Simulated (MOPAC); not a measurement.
Job for MOPAC: PM3 on GaH3O2 (SMILES [OH][GaH][OH]), a point of a torsion scan.

```
PM3 1SCF PRECISE CHARGE=0 THREADS=1
GaH3O2

O     -1.51397430 1    -0.30734416 1     0.32594631 1
Ga     0.17790472 1    -0.02425706 1     0.29007401 1
O      0.89660130 1    -0.28087653 1     1.83101263 1
H     -2.16288603 1    -0.60858744 1    -0.30323835 1
H      0.93307949 1     0.42757677 1    -0.94539945 1
H      1.77798552 1    -0.14335172 1     2.16740601 1
```

It printed:

```
*******************************************************************************
 **                                                                           **
 **                              MOPAC v23.2.5                                **
 **                                                                           **
 *******************************************************************************
 ** MOPAC's Digital Object Identifier: https://doi.org/10.5281/zenodo.6511958 **
 **                                                                           **
 ** Please cite the open-source release paper for use of this MOPAC version:  **
 ** J. E. Moussa and J. J. P. Stewart (2026)                                  **
 ** MOPAC: An open-source semiempirical molecular orbital program             **
 ** J. Open Source Softw., 11(119), 8025, https://doi.org/10.21105/joss.08025 **
 *******************************************************************************

                              PM3 CALCULATION RESULTS

 *******************************************************************************
 *  PM3        - The PM3 Hamiltonian to be used
 *
 *
 *
 *                 CHARGE ON SYSTEM = 0
 *
 *
 *
 *  PRECISE    - TIGHTER CRITERIA TO BE USED
 *  1SCF       - DO 1 SCF AND THEN STOP
 *  THREADS=1  - MULTI-THREADING NOT USED
 *  T=         - A TIME OF 172800.0 SECONDS REQUESTED
 *  DUMP=N     - RESTART FILE WRITTEN EVERY 7200.0 SECONDS REQUESTED
 *******************************************************************************
PM3 1SCF PRECISE CHARGE=0 THREADS=1
 GaH3O2

   ATOM   CHEMICAL          X               Y               Z
  NUMBER   SYMBOL      (ANGSTROMS)     (ANGSTROMS)     (ANGSTROMS)

     1       O         -1.51397430  *  -0.30734416  *   0.32594631  *
     2      Ga          0.17790472  *  -0.02425706  *   0.29007401  *
     3       O          0.89660130  *  -0.28087653  *   1.83101263  *
     4       H         -2.16288603  *  -0.60858744  *  -0.30323835  *
     5       H          0.93307949  *   0.42757677  *  -0.94539945  *
     6       H          1.77798552  *  -0.14335172  *   2.16740601  *



          CARTESIAN COORDINATES

    NO.       ATOM           X           Y           Z

     1         O         -1.5140     -0.3073      0.3259
     2        Ga          0.1779     -0.0243      0.2901
     3         O          0.8966     -0.2809      1.8310
     4         H         -2.1629     -0.6086     -0.3032
     5         H          0.9331      0.4276     -0.9454
     6         H          1.7780     -0.1434      2.1674

  H: (PM3): J. J. P. STEWART, J. COMP. CHEM. 10, 209 (1989).
  O: (PM3): J. J. P. STEWART, J. COMP. CHEM. 10, 209 (1989).
 Ga: (PM3): J. J. P. STEWART, J. COMP. CHEM. 12, 320-341 (1991).

           Empirical Formula: H3 O2 Ga  =     6 atoms



      MOLECULAR POINT GROUP   :   C1


      RHF CALCULATION, NO. OF DOUBLY OCCUPIED LEVELS = 9


 -------------------------------------------------------------------------------
 PM3 1SCF PRECISE CHARGE=0 THREADS=1
 GaH3O2



     1SCF WAS SPECIFIED, SO BFGS WAS NOT USED
     SCF FIELD WAS ACHIEVED


                              PM3 CALCULATION
                                                       MOPAC v23.2.5 Linux




          FINAL HEAT OF FORMATION =        -36.93906 KCAL/MOL =    -154.55305 KJ/MOL


          COSMO AREA              =         88.73 SQUARE ANGSTROMS
          COSMO VOLUME            =         69.28 CUBIC ANGSTROMS

          IONIZATION POTENTIAL    =         10.392747 EV
          HOMO LUMO ENERGIES (EV) =        -10.393 -1.458
          NO. OF FILLED LEVELS    =          9
          MOLECULAR WEIGHT        =        104.7575         POINT GROUP:  C1

          MOLECULAR DIMENSIONS (Angstroms)

            Atom       Atom       Distance
            H     6    H     4     4.67450
            H     5    O     3     2.51898
            H     4    O     1     0.26286


          SCF CALCULATIONS        =          1





   ATOM   CHEMICAL          X               Y               Z
  NUMBER   SYMBOL      (ANGSTROMS)     (ANGSTROMS)     (ANGSTROMS)

     1       O         -1.51397430  *  -0.30734416  *   0.32594631  *
     2      Ga          0.17790472  *  -0.02425706  *   0.29007401  *
     3       O          0.89660130  *  -0.28087653  *   1.83101263  *
     4       H         -2.16288603  *  -0.60858744  *  -0.30323835  *
     5       H          0.93307949  *   0.42757677  *  -0.94539945  *
     6       H          1.77798552  *  -0.14335172  *   2.16740601  *

                             CARTESIAN COORDINATES

   1    O       -1.513974300    -0.307344160     0.325946310
   2   Ga        0.177904720    -0.024257060     0.290074010
   3    O        0.896601300    -0.280876530     1.831012630
   4    H       -2.162886030    -0.608587440    -0.303238350
   5    H        0.933079490     0.427576770    -0.945399450
   6    H        1.777985520    -0.143351720     2.167406010


           Empirical Formula: H3 O2 Ga  =     6 atoms



      MOLECULAR POINT GROUP   :   C1


                  EIGENVALUES
 -35.45276 -34.58813 -18.37767 -15.04313 -14.63101 -11.95660 -11.42542 -11.11872
 -10.39275  -1.45835  -1.19227  -1.06959   0.17990   5.66930   5.70751


              NET ATOMIC CHARGES AND DIPOLE CONTRIBUTIONS

  ATOM NO.   TYPE          CHARGE      No. of ELECS.   s-Pop       p-Pop
    1          O          -0.733418        6.7334     1.77845     4.95496
    2         Ga           1.118451        1.8815     1.05184     0.82971
    3          O          -0.728478        6.7285     1.78108     4.94740
    4          H           0.225511        0.7745     0.77449
    5          H          -0.104788        1.1048     1.10479
    6          H           0.222722        0.7773     0.77728
 DIPOLE           X         Y         Z       TOTAL
 POINT-CHG.     2.241     0.907    -3.531     4.279
 HYBRID        -0.391    -0.339     0.651     0.831
 SUM            1.851     0.568    -2.880     3.470


          ATOMIC ORBITAL ELECTRON POPULATIONS

     Atom    s        px        py        pz
    1  O   1.77845   1.50275   1.79406   1.65815
    2 Ga   1.05184   0.19616   0.32472   0.30884
    3  O   1.78108   1.37941   1.82176   1.74622
    4  H   0.77449
    5  H   1.10479
    6  H   0.77728

 **********************
 *                    *
 * JOB ENDED NORMALLY *
 *                    *
 **********************




 == MOPAC DONE ==
```

The run finished.

Cost: roughly 0.03 core-seconds.
